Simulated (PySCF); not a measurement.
# Atomic charges against the basis set

CH5N3Si.
Structure used (PBE0-D3(BJ)/def2-SVP), in Å, numbered top down from 1:
```xyz
10
CH5N3Si angstrom
N     -0.7382    2.8852   -0.0726
C     -0.4218    1.7833    0.1056
Si     0.1260    0.0089    0.3985
N     -1.2817   -0.8710   -0.0190
N      1.4400   -0.5186   -0.5587
H      0.6250   -0.0045    1.8030
H     -2.2014   -0.4569    0.0750
H     -1.3053   -1.8817    0.0492
H      1.3710   -0.5588   -1.5692
H      2.3931   -0.3791   -0.2454
```

PBE0 throughout (PySCF), one geometry, spherical d and f functions. Isolated species at its PBE0-D3(BJ)/def2-SVP geometry (one conformer only). Atoms taken as equivalent share a column and are averaged.

Mulliken charges (e):

```tsv
basis	functions	N1	C2	Si3	N4/N5	H6	H7/H8/H9/H10
STO-3G	34	-0.213	-0.153	+0.959	-0.597	-0.123	+0.181
6-31G	59	-0.306	-0.108	+1.133	-0.995	-0.128	+0.349
pcSseg-0	59	-0.405	-0.278	+1.563	-1.066	-0.084	+0.334
6-31G*	84	-0.285	-0.018	+0.763	-0.910	-0.095	+0.364
cc-pVDZ	99	-0.125	-0.189	+0.506	-0.288	-0.089	+0.118
def2-SVP	99	-0.080	-0.282	+0.654	-0.392	-0.100	+0.148
aug-cc-pVDZ	164	-0.398	-0.022	+0.959	-0.306	+0.215	-0.036
6-311+G(2d,p)	173	-0.231	-0.308	+1.332	-0.858	-0.070	+0.248
def2-TZVP	191	-0.047	-0.237	+0.537	-0.613	-0.031	+0.251
cc-pVTZ	224	-0.070	-0.225	+0.422	-0.335	-0.066	+0.152
IGLO-III	234	-0.316	-0.080	+1.065	-0.673	-0.165	+0.210
```

IAO charges (e):

| basis | functions | N1 | C2 | Si3 | N4/N5 | H6 | H7/H8/H9/H10 |
| --- | --- | --- | --- | --- | --- | --- | --- |
| STO-3G | 34 | -0.163 | -0.203 | +1.054 | -0.696 | -0.121 | +0.206 |
| 6-31G | 59 | -0.193 | -0.176 | +1.007 | -0.817 | -0.119 | +0.279 |
| pcSseg-0 | 59 | -0.195 | -0.184 | +1.045 | -0.797 | -0.131 | +0.265 |
| 6-31G* | 84 | -0.204 | -0.191 | +1.124 | -0.835 | -0.155 | +0.274 |
| cc-pVDZ | 99 | -0.198 | -0.193 | +1.114 | -0.828 | -0.155 | +0.272 |
| def2-SVP | 99 | -0.197 | -0.195 | +1.126 | -0.822 | -0.162 | +0.268 |
| aug-cc-pVDZ | 164 | -0.210 | -0.183 | +1.123 | -0.858 | -0.150 | +0.284 |
| 6-311+G(2d,p) | 173 | -0.211 | -0.189 | +1.157 | -0.869 | -0.159 | +0.285 |
| def2-TZVP | 191 | -0.210 | -0.193 | +1.170 | -0.868 | -0.163 | +0.283 |
| cc-pVTZ | 224 | -0.207 | -0.192 | +1.156 | -0.863 | -0.160 | +0.282 |
| IGLO-III | 234 | -0.212 | -0.191 | +1.167 | -0.872 | -0.161 | +0.285 |

Some averages cover members that differ in this geometry, most widely: N4/N5, Mulliken in 6-311+G(2d,p) -0.892 to -0.823; H7/H8/H9/H10, Mulliken in aug-cc-pVDZ -0.066 to -0.001; N4/N5, Mulliken in aug-cc-pVDZ -0.334 to -0.278 e.

Task: Which scheme is steadiest as the basis changes?

Result: Largest range over the bases for any column: IAO 0.18 e, Mulliken 1.14 e. IAO charges move least and Mulliken charges most, counted in e. Without the minimal STO-3G basis the ranges are IAO 0.16, Mulliken 1.14 e.

Task: How much do the charges still move between the two largest bases, cc-pVTZ and IGLO-III?

Result: At most, over all atoms: Mulliken 0.644 e, IAO 0.010 e.

Task: What do the same runs give for the total energy, the frontier levels and the dipole moment?

Result: 
```json
{"basis": "STO-3G", "energy (Eh)": "-488.5303", "HOMO (eV)": "-4.31", "LUMO (eV)": "4.36", "μ (D)": "3.44"}
{"basis": "6-31G", "energy (Eh)": "-494.4189", "HOMO (eV)": "-7.61", "LUMO (eV)": "0.04", "μ (D)": "3.75"}
{"basis": "pcSseg-0", "energy (Eh)": "-493.7320", "HOMO (eV)": "-7.64", "LUMO (eV)": "-0.06", "μ (D)": "3.94"}
{"basis": "6-31G*", "energy (Eh)": "-494.5235", "HOMO (eV)": "-7.73", "LUMO (eV)": "0.11", "μ (D)": "4.04"}
{"basis": "cc-pVDZ", "energy (Eh)": "-494.5555", "HOMO (eV)": "-7.73", "LUMO (eV)": "0.13", "μ (D)": "4.06"}
{"basis": "def2-SVP", "energy (Eh)": "-494.3075", "HOMO (eV)": "-7.79", "LUMO (eV)": "0.06", "μ (D)": "4.05"}
{"basis": "aug-cc-pVDZ", "energy (Eh)": "-494.5815", "HOMO (eV)": "-8.07", "LUMO (eV)": "-0.57", "μ (D)": "4.12"}
{"basis": "6-311+G(2d,p)", "energy (Eh)": "-494.6364", "HOMO (eV)": "-8.11", "LUMO (eV)": "-0.51", "μ (D)": "4.15"}
{"basis": "def2-TZVP", "energy (Eh)": "-494.6564", "HOMO (eV)": "-8.06", "LUMO (eV)": "-0.31", "μ (D)": "4.14"}
{"basis": "cc-pVTZ", "energy (Eh)": "-494.6493", "HOMO (eV)": "-8.00", "LUMO (eV)": "-0.19", "μ (D)": "4.13"}
{"basis": "IGLO-III", "energy (Eh)": "-494.6615", "HOMO (eV)": "-8.09", "LUMO (eV)": "-0.36", "μ (D)": "4.17"}
```

The dipole is fixed by the density alone, so its range of 0.73 D shows that the density itself changes with the basis, not only its division among atoms.
